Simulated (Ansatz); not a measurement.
Reaction (redistribution): `CN[SiH](N)S` + `[F][InH][F]` → `CN[SiH2]N` + `[F][In]([F])[SH]`

Isolated molecules relaxed with PBE0-D4/def2-TZVP in Ansatz; ΔE leaves out vibrations. CCSD(T)/CBS adds triple-zeta CCSD(T) − MP2 to the extrapolated MP2 energy (def2 sets, frozen cores). DFT in def2-TZVPP. B3LYP here is the variant with VWN-RPA as its local correlation; programs differ in this. Elements past krypton have def2 core potentials. For In outer-core shells are correlated without core-valence functions, which leaves a few kJ/mol of doubt a bond. Each species was taken in one conformer, which may not be the lowest.

```json
{"level": "PBE-D4", "ΔE (kJ/mol)": "3.7", "difference from CCSD(T)/CBS": "5.7"}
{"level": "r2SCAN-D4", "ΔE (kJ/mol)": "3.5", "difference from CCSD(T)/CBS": "5.5"}
{"level": "PBE0-D4", "ΔE (kJ/mol)": "3.7", "difference from CCSD(T)/CBS": "5.7"}
{"level": "B3LYP-D4", "ΔE (kJ/mol)": "0.1", "difference from CCSD(T)/CBS": "2.1"}
{"level": "ωB97X-V", "ΔE (kJ/mol)": "2.2", "difference from CCSD(T)/CBS": "4.2"}
{"level": "ωB97M-V", "ΔE (kJ/mol)": "3.7", "difference from CCSD(T)/CBS": "5.7"}
{"level": "B2PLYP", "ΔE (kJ/mol)": "-4.8", "difference from CCSD(T)/CBS": "-2.8"}
{"level": "PBE", "ΔE (kJ/mol)": "-0.3", "difference from CCSD(T)/CBS": "1.7"}
{"level": "r2SCAN", "ΔE (kJ/mol)": "2.3", "difference from CCSD(T)/CBS": "4.3"}
{"level": "PBE0", "ΔE (kJ/mol)": "0.0", "difference from CCSD(T)/CBS": "2.0"}
{"level": "B3LYP", "ΔE (kJ/mol)": "-6.3", "difference from CCSD(T)/CBS": "-4.3"}
{"level": "HF/def2-TZVPP", "ΔE (kJ/mol)": "-11.4", "difference from CCSD(T)/CBS": "-9.4"}
{"level": "MP2/def2-TZVPP", "ΔE (kJ/mol)": "-1.5", "difference from CCSD(T)/CBS": "0.5"}
{"level": "SCS-MP2/def2-TZVPP", "ΔE (kJ/mol)": "-4.3", "difference from CCSD(T)/CBS": "-2.3"}
{"level": "CCSD/def2-TZVPP", "ΔE (kJ/mol)": "-2.4", "difference from CCSD(T)/CBS": "-0.4"}
{"level": "CCSD(T)/def2-TZVPP", "ΔE (kJ/mol)": "-1.6", "difference from CCSD(T)/CBS": "0.4"}
{"level": "HF/def2-QZVPP", "ΔE (kJ/mol)": "-11.5", "difference from CCSD(T)/CBS": "-9.5"}
{"level": "MP2/def2-QZVPP", "ΔE (kJ/mol)": "-1.8", "difference from CCSD(T)/CBS": "0.2"}
{"level": "SCS-MP2/def2-QZVPP", "ΔE (kJ/mol)": "-4.4", "difference from CCSD(T)/CBS": "-2.4"}
{"level": "HF/CBS(def2)", "ΔE (kJ/mol)": "-11.5", "difference from CCSD(T)/CBS": "-9.5"}
{"level": "MP2/CBS(def2)", "ΔE (kJ/mol)": "-1.9", "difference from CCSD(T)/CBS": "0.1"}
{"level": "CCSD/CBS(def2)", "ΔE (kJ/mol)": "-2.8", "difference from CCSD(T)/CBS": "-0.8"}
{"level": "CCSD(T)/CBS", "ΔE (kJ/mol)": "-2.0", "difference from CCSD(T)/CBS": "0"}
```

Largest T1 diagnostic among the species: 0.017.

The D4 term adds +6.4 kJ/mol with B3LYP and +3.6 kJ/mol with PBE0; it sums over pairs of atoms, weighted by their polarisabilities, and B3LYP, whose exchange is more repulsive, gets the larger term. In def2-TZVPP, CCSD(T) changes the Hartree–Fock value by +9.8 kJ/mol (the triples alone add +0.7 kJ/mol) and MP2 by +9.9 kJ/mol.
